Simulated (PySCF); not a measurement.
Cl4Fe, charge -1, multiplicity 10, at a GFN2-xTB geometry of the parent state (such geometries of metal compounds can be far from the true shape) (another spin typed on purpose, not shown lowest); BLYP/STO-3G (PySCF).

PySCF was given this input:
```python
from pyscf import gto, scf, dft

mol = gto.M(
    atom='''
Fe   -0.00000000   -0.00000000   -0.00000000
Cl    1.71855113   -0.56358205   -1.20848796
Cl    0.65566275    0.46239914    2.02182572
Cl   -0.95592471    1.74942799   -0.87016982
Cl   -1.41828916   -1.64824508    0.05683206
''',
    basis='sto-3g',
    charge=-1,
    spin=9,
    verbose=3,
)

mf = dft.UKS(mol)
mf.xc = 'blyp'
mf.kernel()
mf.analyze()
```

It wrote (shortened):

```
SCF not converged.
SCF energy = -3070.10585348049 after 50 cycles  <S^2> = 24.751767  2S+1 = 10.000353
**** MO energy ****
                             alpha | beta                alpha | beta
MO #1   energy= -252.279932704262  | -252.278070897506  occ= 1 | 1
MO #2   energy= -99.4452578474357  | -99.4418303865393  occ= 1 | 1
MO #3   energy= -99.4342226469329  | -99.4307208688808  occ= 1 | 1
MO #4   energy= -99.4297907301954  | -99.4264352739476  occ= 1 | 1
MO #5   energy= -99.423815306126   | -99.4203845258291  occ= 1 | 1
MO #6   energy= -29.0322245120374  | -28.9891630525445  occ= 1 | 1
MO #7   energy= -25.5832437294574  | -25.5484392500172  occ= 1 | 1
MO #8   energy= -25.5827764462258  | -25.5478740633716  occ= 1 | 1
MO #9   energy= -25.5823743961894  | -25.5471051071067  occ= 1 | 1
MO #10  energy= -8.74735368385548  | -8.74331758064185  occ= 1 | 1
MO #11  energy= -8.73804006691719  | -8.73392066040038  occ= 1 | 1
MO #12  energy= -8.73357482522139  | -8.72962480983026  occ= 1 | 1
MO #13  energy= -8.72842024347526  | -8.72438676423559  occ= 1 | 1
MO #14  energy= -6.5962694007179   | -6.59123245980413  occ= 1 | 1
MO #15  energy= -6.59529777386747  | -6.59011510930879  occ= 1 | 1
MO #16  energy= -6.59370882420051  | -6.58895977143566  occ= 1 | 1
MO #17  energy= -6.58755532354894  | -6.58176102279454  occ= 1 | 1
MO #18  energy= -6.58575379087926  | -6.5808565117668   occ= 1 | 1
MO #19  energy= -6.58381433538375  | -6.57926657929613  occ= 1 | 1
MO #20  energy= -6.58278052367729  | -6.57739565454709  occ= 1 | 1
MO #21  energy= -6.58151076208567  | -6.57667105424142  occ= 1 | 1
MO #22  energy= -6.57930246573781  | -6.57489889364514  occ= 1 | 1
MO #23  energy= -6.57694635657445  | -6.57192065254614  occ= 1 | 1
MO #24  energy= -6.57620566382911  | -6.57116173557389  occ= 1 | 1
MO #25  energy= -6.57489649155667  | -6.57004594289627  occ= 1 | 1
MO #26  energy= -3.24667897846058  | -3.02564019689582  occ= 1 | 1
MO #27  energy= -2.08650648388176  | -1.86609918513216  occ= 1 | 1
MO #28  energy= -2.08508706585045  | -1.86439786999127  occ= 1 | 1
MO #29  energy= -2.08210046462702  | -1.86097613423133  occ= 1 | 1
MO #30  energy= -0.491670339109359 | -0.466298949646298 occ= 1 | 1
MO #31  energy= -0.480676193239978 | -0.454967336191362 occ= 1 | 1
MO #32  energy= -0.476178519578325 | -0.450831695130124 occ= 1 | 1
MO #33  energy= -0.47289777422551  | -0.447607631212542 occ= 1 | 1
MO #34  energy= -0.126097275649927 | -0.101815010152071 occ= 1 | 1
MO #35  energy= -0.091540814811774 | -0.0666999118666529 occ= 1 | 1
MO #36  energy= -0.0881305225719391 | -0.0620075690600692 occ= 1 | 1
MO #37  energy= -0.0856241839157207 | -0.059897564141439 occ= 1 | 1
MO #38  energy= -0.0650358994367261 | -0.0277205690809365 occ= 1 | 1
MO #39  energy= -0.0606725468134513 | -0.0264671763748783 occ= 1 | 1
MO #40  energy= -0.060097449914321 | -0.024770585157267 occ= 1 | 1
MO #41  energy= -0.0544850546487652 | -0.0212307994128531 occ= 1 | 1
MO #42  energy= -0.0504498873727757 | -0.0190573456030553 occ= 1 | 1
MO #43  energy= -0.034769540195653 | -0.00615954681055125 occ= 1 | 1
MO #44  energy= -0.0321041957009512 | -0.00413933676720085 occ= 1 | 0
MO #45  energy= -0.0271272056178592 | -0.00153087009423375 occ= 1 | 0
MO #46  energy= 0.0926606179509262 | 0.292688598104763  occ= 1 | 0
MO #47  energy= 0.0950213056143837 | 0.294827938648223  occ= 1 | 0
MO #48  energy= 0.106304425487045  | 0.296010263535867  occ= 1 | 0
MO #49  energy= 0.109387351964408  | 0.306178332516593  occ= 1 | 0
MO #50  energy= 0.110038929059907  | 0.310091054618931  occ= 1 | 0
MO #51  energy= 0.31585134136725   | 0.369818012465933  occ= 1 | 0
MO #52  energy= 0.400602649822957  | 0.468884322017342  occ= 1 | 0
MO #53  energy= 0.403677561788772  | 0.472424251004836  occ= 0 | 0
MO #54  energy= 0.404380272767479  | 0.479495309730312  occ= 0 | 0

To work with the spin densities directly, `use mulliken_meta_spin()` only printing them here.

 ** Mulliken spin pop alpha/beta on meta-lowdin orthogonal AOs **
 ** Mulliken Spin Density (per atom)  **
spin density of  0 Fe =      6.48316
spin density of  1 Cl =      0.62568
spin density of  2 Cl =      1.11604
spin density of  3 Cl =      0.35758
spin density of  4 Cl =      0.41755
 ** Mulliken pop alpha/beta on meta-lowdin orthogonal AOs **
 ** Mulliken atomic charges   ( Nelec_alpha | Nelec_beta ) **
charge of  0Fe =      0.25825  (    16.11245      9.62929 )
charge of  1Cl =     -0.31426  (     8.96997      8.34429 )
charge of  2Cl =      0.18059  (     8.96772      7.85168 )
charge of  3Cl =     -0.60586  (     8.98172      8.62414 )
charge of  4Cl =     -0.51873  (     8.96814      8.55059 )

WARN: System has nonzero charge -1; the dipole moment is origin-dependent.
Location of origin: [0. 0. 0.]

Dipole moment(X, Y, Z, Debye):  4.29554,  1.01543,  5.56131
```

Convergence was not reached.
